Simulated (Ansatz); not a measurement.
Reaction (substitution at a C–C bond): `CC([SiH3])CF` + `[OH][SnH3]` → `FC[O][SnH3]` + `CC[SiH3]`

Program: Ansatz. Geometries: PBE0-D4/def2-TZVP. ΔE: electronic, gas phase. CBS: MP2 limit from def2 TZ/QZ plus the TZ coupled-cluster correction, frozen cores. DFT in def2-TZVPP. B3LYP here is the variant with VWN-RPA as its local correlation; programs differ in this. HSE06 is defined as in plane-wave codes. def2 core potentials past Kr. For Sn outer-core shells are correlated without core-valence functions, which leaves a few kJ/mol of doubt a bond. One conformer a species, not always the lowest.

`CC([SiH3])CF`:

```xyz
14

C    -0.015   -1.490    0.327
C     0.122   -0.160   -0.409
Si    1.147    1.080    0.588
C    -1.220    0.410   -0.807
F    -1.924    0.826    0.316
H     0.960   -1.903    0.599
H    -0.593   -1.369    1.245
H    -0.527   -2.232   -0.294
H     0.677   -0.318   -1.344
H     0.635    1.217    1.975
H     2.552    0.590    0.653
H     1.137    2.411   -0.077
H    -1.840   -0.341   -1.310
H    -1.111    1.279   -1.463
```

`[OH][SnH3]`:

Z-matrix (Å, degrees):
```
Sn
O 1 1.970
H 1 1.709 2 108.5
H 1 1.698 2 103.1 3 119.8
H 1 1.709 2 108.5 3 -120.5
H 2 0.959 1 113.2 3 60.0
```

`FC[O][SnH3]`:

```xyz
9

F    -0.779    0.134    1.685
C    -1.221    0.633    0.456
O    -0.172    0.874   -0.367
Sn    1.219   -0.536   -0.570
H    -1.913   -0.129    0.067
H    -1.748    1.569    0.666
H     0.386   -2.023   -0.642
H     1.943   -0.095   -2.043
H     2.286   -0.427    0.748
```

`CC[SiH3]`:

```xyz
11

C    -0.441    1.215   -0.589
C     0.634    0.326    0.028
Si    0.000   -1.365    0.539
H    -0.040    2.191   -0.875
H    -1.263    1.390    0.110
H    -0.868    0.760   -1.486
H     1.069    0.807    0.911
H     1.461    0.181   -0.675
H    -0.550   -2.090   -0.641
H    -1.091   -1.228    1.544
H     1.089   -2.188    1.133
```

| level | ΔE (kcal/mol) |
| --- | --- |
| PBE0-D4 | 1.0 |
| HSE06-D4 | 0.9 |
| ωB97M-V | 1.1 |
| B3LYP | -0.7 |
| r2SCAN0 | 0.5 |
| CAM-B3LYP | -0.3 |
| LC-ωPBE | 0.8 |
| SCS-MP2/def2-TZVPP | 1.6 |

(1) What does CCSD(T)/CBS give? (An estimate is asked.)

Largest T1 diagnostic among the species: 0.014.

## Answers

(1) The calculation gave: +2.1 kcal/mol. The listed levels differ from it by -1.1, -1.2, -1.0, -2.8, -1.6, -2.4, -1.3, -0.5 kcal/mol.

At CCSD(T), def2-SVP lies −3.7 kcal/mol from the extrapolated value and def2-TZVPP −0.6 kcal/mol. From BLYP to BHLYP (50 % exact exchange), in def2-TZVPP and without D4, ΔE moves by +0.8 kcal/mol. Leaving LDA and LC-ωPBE aside and taking each functional with its dispersion term where it has one, the values, not all of them listed here, spread over 1.4 kcal/mol, from BLYP-D4 to PBE-QIDH. LDA lies +0.9 kcal/mol from PBE without D4.

CCSD(T)/CBS has its own doubt, a few kJ/mol and more with outer-core shells, so smaller differences from it don't rank the levels.
